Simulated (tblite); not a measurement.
Record of a relaxation.

Species: C₅H₅BClO (doublet state).
SMILES with atom numbers: `[BH:1][c:2]1[o:3][cH:4][c:5]([CH3:6])[c:7]1[Cl:8]` (hydrogens: H9 on B1; H10 on C4; H11, H12, H13 on C6)
Bond orders are those of one Lewis drawing.

Computed with GFN2-xTB (tblite), gas phase: L-BFGS steps from a force-field or distance-geometry start until the largest atomic force falls under 0.01 eV/Å. 6 of its 53 geometries are shown.

Step 0: E = -625.7041 eV, largest atomic force 3.684 eV/Å
```
atom  x, y, z in Å  |  force x, y, z in eV/Å
B1      3.131   -0.227   -0.209   -1.239   0.301   0.046
C2      1.580   -0.419   -0.025    3.512   0.998  -0.488
O3      1.045   -1.575    0.321   -0.550  -1.245   0.252
C4     -0.269   -1.408    0.387   -0.893  -0.156   0.297
C5     -0.591   -0.104    0.120   -1.918   0.147  -0.226
C6     -1.969    0.478    0.024   -0.262   0.028   0.598
C7      0.602    0.539   -0.168    0.314   1.259  -0.323
Cl8     0.816    2.222   -0.626   -0.183  -1.071   0.316
H9      3.565    0.827   -0.509   -0.015  -0.437   0.097
H10    -0.969   -2.207    0.646    0.742   0.267  -0.114
H11    -1.977    1.493    0.471   -0.037  -0.597  -0.356
H12    -2.691   -0.163    0.579    0.466   0.472  -0.451
H13    -2.277    0.544   -1.028    0.064   0.033   0.352
```

Step 10: E = -626.0125 eV, largest atomic force 0.467 eV/Å
```
atom  x, y, z in Å  |  force x, y, z in eV/Å
B1      3.096   -0.138   -0.097   -0.304   0.326   0.140
C2      1.646   -0.414   -0.070   -0.272   0.026   0.138
O3      1.051   -1.595    0.314   -0.087   0.195  -0.174
C4     -0.278   -1.408    0.386    0.006   0.042   0.030
C5     -0.644   -0.111    0.102    0.128   0.020  -0.104
C6     -2.013    0.516    0.025    0.365  -0.233   0.052
C7      0.589    0.523   -0.189   -0.024   0.093  -0.075
Cl8     0.766    2.176   -0.590   -0.019  -0.167   0.016
H9      3.697    0.728   -0.570    0.147  -0.196  -0.112
H10    -0.824   -2.291    0.664   -0.197   0.165  -0.078
H11    -2.021    1.518    0.456    0.156  -0.171   0.013
H12    -2.714   -0.115    0.559   -0.110  -0.002   0.059
H13    -2.357    0.611   -1.009    0.212  -0.096   0.094
```

Step 21: E = -626.1183 eV, largest atomic force 0.125 eV/Å
```
atom  x, y, z in Å  |  force x, y, z in eV/Å
B1      3.019    0.030   -0.047   -0.036  -0.104  -0.029
C2      1.624   -0.385   -0.042   -0.017   0.019   0.051
O3      1.052   -1.578    0.315    0.028  -0.073  -0.011
C4     -0.292   -1.416    0.367    0.079   0.037   0.079
C5     -0.649   -0.124    0.090   -0.034  -0.049  -0.019
C6     -2.001    0.492    0.038   -0.011  -0.040   0.003
C7      0.560    0.537   -0.193   -0.071   0.028   0.011
Cl8     0.730    2.181   -0.605   -0.006   0.119  -0.037
H9      3.838    0.590   -0.624    0.060  -0.031   0.017
H10    -0.878   -2.279    0.625    0.070   0.079  -0.061
H11    -1.966    1.486    0.484   -0.050  -0.061  -0.054
H12    -2.720   -0.124    0.572    0.007   0.030  -0.010
H13    -2.322    0.588   -1.000   -0.017   0.046   0.061
```

Step 31: E = -626.1353 eV, largest atomic force 0.197 eV/Å
```
atom  x, y, z in Å  |  force x, y, z in eV/Å
B1      3.025    0.036   -0.096   -0.161  -0.101   0.053
C2      1.619   -0.317   -0.032    0.010  -0.020   0.045
O3      1.075   -1.525    0.333    0.062  -0.056  -0.055
C4     -0.273   -1.394    0.379    0.035   0.017  -0.040
C5     -0.664   -0.116    0.088    0.007   0.009  -0.042
C6     -2.028    0.472    0.044   -0.038   0.060   0.000
C7      0.530    0.578   -0.186   -0.011   0.012   0.002
Cl8     0.672    2.221   -0.624   -0.023   0.082  -0.008
H9      3.982    0.420   -0.585    0.100   0.029  -0.039
H10    -0.835   -2.283    0.579   -0.012   0.007   0.074
H11    -1.998    1.462    0.495   -0.067   0.016   0.026
H12    -2.747   -0.147    0.576    0.076  -0.009  -0.032
H13    -2.361    0.594   -0.988    0.019  -0.047   0.016
```

Step 42: E = -626.1434 eV, largest atomic force 0.039 eV/Å
```
atom  x, y, z in Å  |  force x, y, z in eV/Å
B1      3.030    0.021   -0.125   -0.034  -0.002  -0.009
C2      1.618   -0.285   -0.046   -0.002  -0.002   0.015
O3      1.084   -1.503    0.303   -0.016   0.007   0.000
C4     -0.265   -1.372    0.366   -0.021  -0.004   0.015
C5     -0.663   -0.094    0.087    0.011   0.009  -0.019
C6     -2.040    0.465    0.046    0.013  -0.009   0.004
C7      0.524    0.611   -0.184    0.015   0.020  -0.026
Cl8     0.638    2.261   -0.618    0.024  -0.006   0.018
H9      4.052    0.313   -0.545    0.036   0.012  -0.009
H10    -0.825   -2.252    0.607    0.009  -0.012   0.010
H11    -2.056    1.450    0.507    0.002   0.013   0.017
H12    -2.729   -0.190    0.570   -0.030  -0.017   0.001
H13    -2.372    0.576   -0.985   -0.006  -0.009  -0.016
```

Step 52: E = -626.1445 eV, largest atomic force 0.010 eV/Å
```
atom  x, y, z in Å  |  force x, y, z in eV/Å
B1      3.027    0.019   -0.154    0.005   0.004  -0.007
C2      1.617   -0.283   -0.048    0.001   0.003   0.004
O3      1.082   -1.500    0.306    0.001  -0.001  -0.010
C4     -0.267   -1.366    0.369    0.000  -0.002   0.006
C5     -0.664   -0.089    0.083   -0.001  -0.003  -0.001
C6     -2.045    0.461    0.044    0.001   0.001   0.002
C7      0.524    0.615   -0.190    0.000   0.000   0.004
Cl8     0.654    2.268   -0.605   -0.002  -0.004  -0.002
H9      4.067    0.306   -0.532   -0.002   0.000   0.003
H10    -0.825   -2.244    0.621   -0.002  -0.003   0.004
H11    -2.069    1.443    0.511    0.001   0.004   0.002
H12    -2.729   -0.203    0.564   -0.007  -0.001  -0.006
H13    -2.378    0.573   -0.988    0.005   0.002   0.000
```

Problem. Summarise the path.

Solution. The energy falls by 42.49 kJ/mol from step 0 to step 52; nine tenths of that is first reached at step 15. It falls at every step. The largest force goes from 3.684 to 0.010 eV/Å. Among the bonds B1–C2 changes most, from 1.574 to 1.445 Å; the atoms move by 0.238 Å rms after alignment.

What follows is the cost of the whole relaxation. On one thread of an Arm Neoverse V2, no GPU (shared host), this took 0.33 s.
